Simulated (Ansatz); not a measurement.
`[CH3][InH][C]#N` + HCl → `[CH3][InH][Cl]` + `C#N` at 298.15 K and 1 bar (ligand exchange at the In–C bond).

Isolated molecules relaxed with PBE0-D4/def2-TZVP in Ansatz; ΔE leaves out vibrations. CCSD(T)/CBS adds triple-zeta CCSD(T) − MP2 to the extrapolated MP2 energy (def2 sets, frozen cores). This one scheme is used for every species. def2 core potentials past Kr. For In outer-core shells are correlated without core-valence functions, which leaves a few kJ/mol of doubt a bond.

```tsv
species	CCSD(T)/CBS energy (Eh)	H − E (kJ/mol)	S (J/(mol·K))
`[CH3][InH][C]#N`	-323.00069	148.8	353.1
HCl	-460.38127	26.6	186.8
`[CH3][InH][Cl]`	-690.09240	129.4	341.2
`C#N`	-93.32098	52.4	201.2
```

H − E and S are ideal-gas, rigid-rotor, harmonic terms from PBE0-D4/def2-TZVP, for one conformer and one mirror image of each species. 1 Eh = 2625.50 kJ/mol, R = 8.31446 J/(mol·K).

Question: By hand: ΔE, ΔH, ΔS and ΔG.

Answer: ΔE = (-690.09240) + (-93.32098) − (-323.00069) − (-460.38127) = -0.03142 Eh = -82.5 kJ/mol. Δ(H − E) = 129.4 + 52.4 − 148.8 − 26.6 = 6.4, so ΔH = -76.1 kJ/mol. ΔS = 341.2 + 201.2 − 353.1 − 186.8 = 2.5 J/(mol·K). ΔG = -76.1 − 298.15 × (2.5)/1000 = -76.8 kJ/mol.

Question: By hand: the equilibrium constant, and the temperature at which ΔG would vanish if ΔH and ΔS stayed fixed.

Answer: log₁₀ K = −ΔG/(RT ln 10) = 13.5. ΔH and −TΔS have one sign here, so there is no such temperature.

The number of gas molecules stays the same, so ΔS is small and ΔH decides. A doubt of 5 kJ/mol in ΔE shifts log₁₀ K by 0.9 here. Other conformers and mirror images would add mixing entropy, several J/(mol·K) or more a flexible species. Modes under 60 cm⁻¹, often nearly free rotors, make the harmonic entropy too high. These are equilibria of isolated gas molecules and say nothing of rates. Largest T1 diagnostic: 0.014 (customary marks: 0.02 for closed shells, 0.045 for open ones).

ΔS is within the doubt of such terms, so its sign, and with it that verdict, could turn.
